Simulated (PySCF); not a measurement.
How methods differ on the ionisation energy of Si(7+)

Si(7+) [He] 2s2 2p3 (4S) → Si(8+) [He] 2s2 2p2 (3P), as a difference of total energies. All numbers are calculated (PySCF 2.14, no relativity, point nucleus, in an uncontracted even-tempered set (18 s from 0.72 bohr⁻², ratio 2.2; 11 p from 0.94 bohr⁻², ratio 2.2; 6 d from 5.3 bohr⁻², ratio 2.4; 5 f from 8 bohr⁻², ratio 2.4; 5 g from 12 bohr⁻², ratio 2.4)). Correlated levels: nothing frozen; virtual orbitals above 40 to 60 times the deepest correlated orbital energy dropped. The calculations carry no spin-orbit coupling.

```tsv
method	ionisation energy (eV)
UHF	303.83
LDA	304.26
PBE	303.93
PBE0	304.17
r2SCAN	304.74
B2PLYP	304.21
BP86	303.94
MP2 (all electrons)	304.37
SCS-MP2 (all electrons)	304.02
```

Problem. How much does correlation contribute at MP2 (all electrons)?

Solution. 304.37 − (303.83) = 0.54 eV, measured against UHF.

A first-order spin-orbit estimate (lowest level to lowest level, LS coupling) adds -0.537 eV.

These non-relativistic numbers lack the scalar-relativistic shift.

For comparison: 303.59 ± 0.05 eV (semi-empirical (NIST evaluation); NIST Atomic Spectra Database, ionization energies).
